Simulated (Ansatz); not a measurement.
System: sum formula TaO2Cl (charge +1, doublet). The spin state was set by rule; other spins were not relaxed. SMILES of the parent species: [O]=[Ta]([Cl])=[O]
Structure (B3LYP-D3(BJ)/def2-TZVP (Ansatz, an electronic-structure program) minimum search):
```
Ta
O 1 1.7647
O 1 1.7647 2 94.30
Cl 1 2.2424 2 106.64 3 -108.79
```
Charge +1, spin multiplicity 2.

Parts of the frozen-core correlation energy in def2-SVPD (Ansatz, hartree). Frozen orbitals: 11; correlated occupied orbitals by spin: 12 and 11; virtual: 85 and 86. Open shells are spin-unrestricted. Spin-orbit coupling is left out. Past Kr the def2 sets carry scalar-relativistic core potentials.

```json
[
 {"term": "reference (HF)", "value": "-665.11902"},
 {"term": "MP2 opposite-spin", "value": "-0.43702"},
 {"term": "MP2 same-spin", "value": "-0.18371"},
 {"term": "CCSD correlation", "value": "-0.65475"},
 {"term": "(T)", "value": "-0.03318"},
 {"term": "T1 diagnostic", "value": "0.058"},
 {"term": "largest doubles amplitude", "value": "0.052"},
 {"term": "<S^2> of the reference", "value": "1.149"}
]
```
